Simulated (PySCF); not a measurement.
# Running PySCF for CdSi

The script input.py:

```python
from pyscf import gto, dft

mol = gto.M(
    atom='Cd 0 0 0; Si 0 0 2.389',
    basis='lanl2dz',
    ecp={'Cd': 'lanl2dz', 'Si': 'lanl2dz'},
    charge=0,
    spin=2,
    verbose=4,
)
mf = dft.UKS(mol, xc='pw6b95')
mf.kernel()
mf.dip_moment()
print('orbital energies (hartree):', [e[max(0, n-3):n+3].round(4) for e, n in zip(mf.mo_energy, mol.nelec)])
```

```bash
$ OMP_NUM_THREADS=1 python input.py
```

Output (some set-up lines and the per-cycle HOMO/LUMO lines with their warnings removed):

```
PySCF version 2.14.0

[INPUT] Symbol           X                Y                Z      unit          X                Y                Z       unit  Magmom
[INPUT]  1 Cd     0.000000000000   0.000000000000   0.000000000000 AA    0.000000000000   0.000000000000   0.000000000000 Bohr   0.0
[INPUT]  2 Si     0.000000000000   0.000000000000   2.389000000000 AA    0.000000000000   0.000000000000   4.514555711586 Bohr   0.0

nuclear repulsion = 10.6322754810214
number of shells = 10
number of NR pGTOs = 44
number of NR cGTOs = 26
basis = lanl2dz
ecp = {'Cd': 'lanl2dz', 'Si': 'lanl2dz'}

******** <class 'pyscf.dft.uks.UKS'> ********
method = UKS
initial guess = minao
damping factor = 0
level_shift factor = 0
DIIS = <class 'pyscf.scf.diis.CDIIS'>
SCF conv_tol = 1e-09
SCF max_cycles = 50
number electrons alpha = 9  beta = 7
XC functionals = pw6b95

grids dens level: 3
tot grids = 41576
init E= -48.8511241276518

cycle= 1 E= -51.4506578231493  delta_E= -2.6  |g|= 0.965  |ddm|= 2.71
cycle= 2 E= -51.7704978300598  delta_E= -0.32  |g|= 0.46  |ddm|=  1.4
cycle= 3 E= -51.9010110477569  delta_E= -0.131  |g|= 0.0302  |ddm|= 0.55
cycle= 4 E= -51.900681891736  delta_E= 0.000329  |g|= 0.0347  |ddm|= 0.112
cycle= 5 E= -51.9026253558013  delta_E= -0.00194  |g|= 0.00357  |ddm|= 0.0672
cycle= 6 E= -51.902708096765  delta_E= -8.27e-05  |g|= 0.00202  |ddm|= 0.018
cycle= 7 E= -51.9027564859181  delta_E= -4.84e-05  |g|= 0.00108  |ddm|= 0.0179
cycle= 8 E= -51.9027732451678  delta_E= -1.68e-05  |g|= 0.000314  |ddm|= 0.0154
cycle= 9 E= -51.902774109953  delta_E= -8.65e-07  |g|= 2.48e-05  |ddm|= 0.00385
cycle= 10 E= -51.9027741129776  delta_E= -3.02e-09  |g|= 3.63e-06  |ddm|= 0.000226
cycle= 11 E= -51.9027741130095  delta_E= -3.19e-11  |g|= 8.03e-07  |ddm|= 1.44e-05
Extra cycle  E= -51.9027741130109  delta_E= -1.36e-12  |g|= 3.96e-07  |ddm|= 2.44e-06
converged SCF energy = -51.9027741130109  <S^2> = 2.0300661  2S+1 = 3.0199775
Dipole moment(X, Y, Z, Debye):  0.00000, -0.00000, -2.85999
orbital energies (hartree): [array([-0.2612, -0.199 , -0.199 , -0.1009, -0.0171, -0.0171]), array([-0.6739, -0.4035, -0.2398, -0.0872, -0.0852, -0.0852])]
```

In short: E(SCF) = -51.902774 Eh, 11 cycles, ⟨S²⟩ = 2.030, μz(SCF) = -2.86 D.

Run time: 2.8 s on 1 thread of Arm Neoverse V1 (shared host).

The bond length is a typed value, not an optimised one. No search for the lowest solution was made.
